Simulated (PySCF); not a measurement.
Spectrum to structure. Level of theory: TDDFT CAM-B3LYP/def2-SVPD, vertical, gas phase, core orbitals frozen in the response in PySCF 2.14.0, density-fitted response routines. Geometries: GFN2-xTB, one conformer each.

```csv
state,λ (nm),f
S1,319.3,0.0004
S2,299.3,0.012
S3,251.4,0.040
S4,233.2,0.026
S5,203.6,0.932
S6,198.3,0.022
S7,191.8,0.0047
S8,190.7,0.0084
```

Triplets computed (Tamm–Dancoff): 3.26, 3.31, 3.80 eV.

**Question.** Which candidate is it? All have the formula C6H6OSi.
A. `C[SiH2]C#CC#CC=O`
B. `O=CC#CC1=CC[SiH2]1`
C. `CC#C[Si@@H]1C=CC1=O`

**Answer.** B. Its S1, at 3.88 eV, is the highest among the candidates; the nearest of the others has S1 at 3.60 eV. S1 is HOMO-2→LUMO (84%). Löwdin shares by element: HOMO carbon 80% or more (atoms not listed hold the other 20%); LUMO carbon 53% or more, oxygen 22% (atoms not listed hold the other 25%). At the same level the other candidates give, for their lowest levels:
- `C[SiH2]C#CC#CC=O`: 344 nm (f 0.000); 335 nm (f 0.000); 291 nm (f 0.091); 261 nm (f 0.000); 203 nm (f 0.008); T1 3.08 eV; HOMO -9.09, LUMO -1.71 eV
- `CC#C[Si@@H]1C=CC1=O`: 384 nm (f 0.002); 232 nm (f 0.032); 230 nm (f 0.005); 217 nm (f 0.038); 209 nm (f 0.010); T1 2.74 eV; HOMO -7.97, LUMO -0.56 eV
